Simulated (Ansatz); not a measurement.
AsF3, charge +1, doublet, geometry from GFN2-xTB (a state made from the parent by changing its charge; the spin is typed, not shown lowest). Base run: PBE/3-21G run with Ansatz (a quantum-chemistry and plane-wave program).

The Ansatz input:
Ansatz 0.2 input:
```yaml
crystal:
  periodic: [false, false, false]
  atoms:
    - {symbol: F, position_ang: [-0.86383509, -1.20521111, -0.44452213]}
    - {symbol: As, position_ang: [0.01084277, -0.00481260, 0.37118157]}
    - {symbol: F, position_ang: [1.46023873, -0.12505297, -0.49840690]}
    - {symbol: F, position_ang: [-0.63616046, 1.34791028, -0.41807005]}
basis:
  gaussian:
    orbitals: 3-21G.json
hamiltonian:
  xc: pbe
total_charge: 1
magnetization: {spin_polarized: true, initial_magnetization: 1}
```
The basis file holds 3-21G in the JSON format of the Basis Set Exchange.

The base run was repeated with changes; each row names its change, and settings that it needs were set with it.

```csv
change,ΔE vs base (mEh)
base,0.000
"final_grid = 6, 12, 29",0.000
"final_grid = 4, 8, 17",-0.281
fitting.mean_field = def2-universal-JKFIT,-0.379
lower_state_search = full,0.000
forces = on,0.000
"point_charge = charge:0.5 position_ang:2.4958, -0.092, 3.4841",68.193
accuracy = high,0.002
"final_grid = 10, 20, 41",0.000
lower_state_search = light,0.000
"final_grid = 14, 28, 59",-0.001
```
